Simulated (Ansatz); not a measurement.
Single points on SiH2Me(NCO) (C2H5NOSi).

```yaml
crystal:
  periodic: [false, false, false]
  atoms:
    - {symbol: Si, position_ang: [0.684762, 0.029494, 0.455487]}
    - {symbol: H, position_ang: [0.728243, 0.001577, 1.958168]}
    - {symbol: H, position_ang: [2.089991, -0.025492, -0.076364]}
    - {symbol: C, position_ang: [-0.211507, 1.558946, -0.164665]}
    - {symbol: H, position_ang: [0.312745, 2.474650, 0.178217]}
    - {symbol: H, position_ang: [-1.250973, 1.590161, 0.218863]}
    - {symbol: H, position_ang: [-0.247445, 1.573950, -1.272375]}
    - {symbol: N, position_ang: [-0.146037, -1.397292, -0.081761]}
    - {symbol: C, position_ang: [-0.704398, -2.409097, -0.433628]}
    - {symbol: O, position_ang: [-1.255371, -3.396898, -0.781932]}
basis:
  gaussian: {orbitals: def2-TZVP, initial_orbitals: start.molden}
hamiltonian: {xc: {name: r2SCAN0}, dispersion: d4}
scf: {omitted_lower_state_checks: [starts]}
output: {orbitals: {seedname: orbitals}}
```

The file start.molden holds the orbitals of an earlier run on this structure, at another level or in another basis.

```sh
$ ansatz run in.yaml --threads 4 --pin off --events-out ev --progress --plain --max-ram 3916MiB
```

Shortened log:

```
Functional definition: r2SCAN0
  name "r2SCAN0"
  cite "Bursch, Neugebauer, Ehlert & Grimme, J. Chem. Phys. 156, 134105 (2022) doi:10.1063/5.0086040"
  cite "Furness, Kaplan, Ning, Perdew & Sun, J. Phys. Chem. Lett. 11, 8208 (2020) doi:10.1021/acs.jpclett.0c02405"
  cite "Furness, Kaplan, Ning, Perdew & Sun, J. Phys. Chem. Lett. 11, 9248 (2020) doi:10.1021/acs.jpclett.0c03077"
  parent r2scan
  parameter a = 0.25
  parameter k0 = 0.174
  parameter k1 = 0.065
  parameter a1 = 4.9479
  exchange = (1 - a)*r2scan_x(k0 = k0, k1 = k1, a1 = a1) + a*exact_x
  correlation = r2scan_c
these checks for a lower state are left out or cut short: starts
1154 factors; their error is unknown
mean field evaluation 1: about -13569.1628 eV, gradient 6.9e0 eV
mean field evaluation 2: about -13569.2052 eV, gradient 4.8e-2 eV
mean field evaluation 4: about -13569.2557 eV, gradient 1.1e-4 eV
mean field -13569.25574175 eV, -498.6609509374 hartree, gradient 2.4e-5 eV, S^2 0.000000; 0 other end points of the search recorded, 0 dependent functions left out
reference -13569.25575145 eV, -498.6609512940 hartree; 23, 23 occupied and 168, 168 virtual orbitals, 1154 factors
Total energy: -13569.31076742 eV, -498.6629730934 hartree
Checks for a lower state left out: starts
```

It took 8.6 s on 4 threads of Intel Xeon on a shared host.

Geometry: PBE-D4/def2-SVP.
